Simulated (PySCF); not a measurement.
**Radial density of Ne²⁺ (neon, charge +2)**

TPSS, [He] 2s1 2p4 3d1, one real determinant (an excited configuration). Calculation: PySCF 2.14, in aug-cc-pVDZ; the non-relativistic Hamiltonian (point nucleus).

```json
{"r (bohr)": "0.00201", "4πr²ρ (e/bohr)": "0.02930", "4πr²(ρα − ρβ)": "0.0009"}
{"r (bohr)": "0.00339", "4πr²ρ (e/bohr)": "0.08149", "4πr²(ρα − ρβ)": "0.0025"}
{"r (bohr)": "0.00570", "4πr²ρ (e/bohr)": "0.2212", "4πr²(ρα − ρβ)": "0.0067"}
{"r (bohr)": "0.00958", "4πr²ρ (e/bohr)": "0.5770", "4πr²(ρα − ρβ)": "0.0174"}
{"r (bohr)": "0.0161", "4πr²ρ (e/bohr)": "1.436", "4πr²(ρα − ρβ)": "0.0434"}
{"r (bohr)": "0.0271", "4πr²ρ (e/bohr)": "3.262", "4πr²(ρα − ρβ)": "0.0986"}
{"r (bohr)": "0.0456", "4πr²ρ (e/bohr)": "6.412", "4πr²(ρα − ρβ)": "0.1932"}
{"r (bohr)": "0.0767", "4πr²ρ (e/bohr)": "9.859", "4πr²(ρα − ρβ)": "0.2967"}
{"r (bohr)": "0.129", "4πr²ρ (e/bohr)": "10.30", "4πr²(ρα − ρβ)": "0.3718"}
{"r (bohr)": "0.217", "4πr²ρ (e/bohr)": "6.576", "4πr²(ρα − ρβ)": "0.7519"}
{"r (bohr)": "0.365", "4πr²ρ (e/bohr)": "4.942", "4πr²(ρα − ρβ)": "2.3234"}
{"r (bohr)": "0.614", "4πr²ρ (e/bohr)": "6.226", "4πr²(ρα − ρβ)": "3.8604"}
{"r (bohr)": "1.03", "4πr²ρ (e/bohr)": "3.766", "4πr²(ρα − ρβ)": "2.4776"}
{"r (bohr)": "1.74", "4πr²ρ (e/bohr)": "1.114", "4πr²(ρα − ρβ)": "0.9571"}
{"r (bohr)": "2.92", "4πr²ρ (e/bohr)": "0.02404", "4πr²(ρα − ρβ)": "0.0193"}
{"r (bohr)": "4.91", "4πr²ρ (e/bohr)": "0.0001156", "4πr²(ρα − ρβ)": "0.0001"}
```

⟨L²⟩ = 8.00 against 12 for a pure F term, so this real determinant mixes terms. The outer electron is Rydberg-like, and this basis confines it to a smaller radius and binds it less than a complete one would. At TPSS the highest occupied level has a positive energy, so only the finite basis holds that electron; for this excited configuration the basis is too tight for the outer shell.
